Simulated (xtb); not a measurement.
BF, charge -1, doublet, at a GFN2-xTB geometry (the spin is typed, not shown lowest). Base run: GFN2-xTB run with xtb.

The xtb input:
```
$ xtb mol.xyz --gfn 2 --chrg -1 --uhf 1 --json

# file mol.xyz
2

B     -0.00000000    -0.00000000    -1.05967647
F      0.00000000     0.00000000     0.58870915
```

Variants of this job, named by their change:

| change | ΔE vs base (kcal/mol) | SCF cycles |
|---|---|---|
| base | 0.000 | 9 |
| file = coord | 0.000 | 9 |
| etemp = 10000 | -38.88 | 9 |
| acc = 0.1 | 0.000 | 10 |
| acc = 0.0001 | 0.000 | 12 |
| alpb = cs2 | -52.96 | 9 |
| etemp = 3000 | -7.55 | 9 |

ALPB and GBSA are two models with their own fitted parameters for each solvent, which aren't always the measured dielectric constant.
